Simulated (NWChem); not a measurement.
A series in which one site is exchanged, each optimised at PBE0/def2-SVP with NWChem, gas phase unless a solvent is named. Some are not confirmed as minima by frequencies. def2 effective core potentials on I; no spin-orbit coupling.

A: Fc1ccoc1F (C₄H₂F₂O; site = F)
B: Fc1occc1I (C₄H₂FIO; site = I)
C: o1c(F)ccc1 (C4H3FO; site = H)
D: Fc1occc1Cl (C₄H₂ClFO; site = Cl)

Q: Rank them by dipole (D), PBE0/def2-SVP, lowest first.

A: C (1.50), B (1.67), D (1.92), A (1.99)
